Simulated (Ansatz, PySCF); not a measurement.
Gas-phase reaction (SMILES): C=COC(F)(F)F [trifluoromethoxyethene] + 4 C (CH4) + O (H2O) -> C=C (C2H4) [ethene] + 3 CF (CH3F) + 2 CO (CH4O) [methanol]; bond separation energy.

Structures are relaxed separately at B3LYP-D3(BJ)/def2-TZVP in Ansatz (a first-principles code), one conformer each, not searched for the lowest. Valence correlation only, unless marked. No spin-orbit coupling. Non-relativistic. Basis-set limits of correlation are two-point, X^-3; Hartree-Fock from the larger set. Thermal terms are rigid-rotor harmonic-oscillator values from B3LYP-D3(BJ) frequencies (Ansatz or PySCF) at 298.15 K and 1 atm. 1 Eh = 627.5095 kcal/mol.

| species | E, CCSD(T)/CBS(cc-pVTZ,cc-pVQZ) (Ansatz) (Eh) | E, PBE/def2-TZVPD (Ansatz) (Eh) | H - E (Eh) |
|---|---|---|---|
| C=COC(F)(F)F | -490.46667 | -490.56891 | 0.06907 |
| C (CH4) | -40.45816 | -40.46301 | 0.04840 |
| C=C (C2H4) | -78.47456 | -78.50050 | 0.05494 |
| CF (CH3F) | -139.62807 | -139.64874 | 0.04297 |
| CO (CH4O) | -115.60979 | -115.63215 | 0.05533 |
| O (H2O) | -76.37426 | -76.38111 | 0.02495 |

**Question.** Work out ΔE and ΔH at 298.15 K at the first level, then ΔH at the second.

**Answer.** 
1. ΔE = [(-78.47456) + 3×(-139.62807) + 2×(-115.60979)] - [(-490.46667) + 4×(-40.45816) + (-76.37426)] = 0.09522 Eh = 59.8 kcal/mol at CCSD(T)/CBS(cc-pVTZ,cc-pVQZ).
2. The terms H - E add up to 0.00689 Eh, so ΔH = (0.09522 + (0.00689))×627.5095 = 64.1 kcal/mol.
3. At PBE/def2-TZVPD the same steps give ΔE = 57.1 and ΔH = 61.5 kcal/mol, a shift of -2.6 from the first level.
4. These values are not checked against measurement here, since the tables used lack a sound gas-phase enthalpy of formation for at least one species.
